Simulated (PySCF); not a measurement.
Predicted spectroscopic data

[PySCF: shielding tensors at PBE0/pcSseg-1 (GIAO); GFN2-xTB geometry; in vacuum; non-relativistic Hamiltonian; fast rotation and ring inversion assumed for equivalent nuclei; a single conformation]

Scale: TMS for $^{1}$H and $^{13}$C (reference shieldings calculated alike). Splittings of carbon signals by F and P are missing where no couplings were computed. Where no couplings were computed, multiplicities follow the n + 1 count of equivalent neighbours, and m marks all less simple cases (inequivalent or close neighbours, rings, F or P nearby). Shifts are as computed. Against solution values, carbons near 30 ppm lie about +3 ppm off and those near 130 ppm about +5 ppm. Of 1211 compounds with measured shifts, 218 miss one by over three times the rms of a fit or turn the order of signals round; such compounds aren't used in these exercises. OH and NH positions are gas-phase values without hydrogen bonding to other molecules.

**1.** `C1=C(C2=CP2)C=CC=C1`, C$_{8}$H$_{7}$P. $^{1}$H NMR (400 MHz, computed): δ 8.13 (m, 2H), 7.89 (m, 1H), 7.81 (m, 2H), 7.72 (m, 1H), 2.12 (m, 1H). $^{13}$C{$^{1}$H} NMR (computed): δ 138.6, 135.8, 134.2, 132.6, 132.5, 114.2.

**2.** `P1=C(C(OC)=O)NC=C1`, C$_{5}$H$_{6}$NO$_{2}$P. $^{1}$H NMR (400 MHz, computed): δ 9.70 (br s, 1H), 7.66 (m, 1H), 7.58 (m, 1H), 4.07 (s, 3H). $^{13}$C{$^{1}$H} NMR (computed): δ 170.4, 160.3, 141.5, 133.5, 53.6.

**3.** `C/C=C/C(C)=O`, C$_{5}$H$_{8}$O. $^{1}$H NMR (400 MHz, computed): δ 7.40 (m, 1H), 6.27 (d, 1H), 2.15 (s, 3H), 2.07 (d, 3H). $^{13}$C{$^{1}$H} NMR (computed): δ 198.2, 153.3, 133.8, 33.5, 22.1.

**4.** SMILES C=C(C)CC=O, C$_{5}$H$_{8}$O. $^{1}$H NMR (400 MHz, computed): δ 9.63 (t, 1H), 5.46 (m, 1H), 5.32 (m, 1H), 3.00 (d, 2H), 1.80 (s, 3H). $^{13}$C{$^{1}$H} NMR (computed): δ 201.2, 144.0, 123.0, 58.6, 24.1.

**5.** `C1=CCC=CP1(=O)C(F)=C(F)F`, C$_{7}$H$_{6}$F$_{3}$OP. $^{1}$H NMR (400 MHz, computed): δ 7.21 (m, 2H), 6.59 (m, 2H), 3.01 (m, 1H), 2.91 (m, 1H). $^{13}$C{$^{1}$H} NMR (computed): δ 172.8 (C), 153.9 (CH), 135.8 (C), 132.5 (CH), 34.7 (CH2).
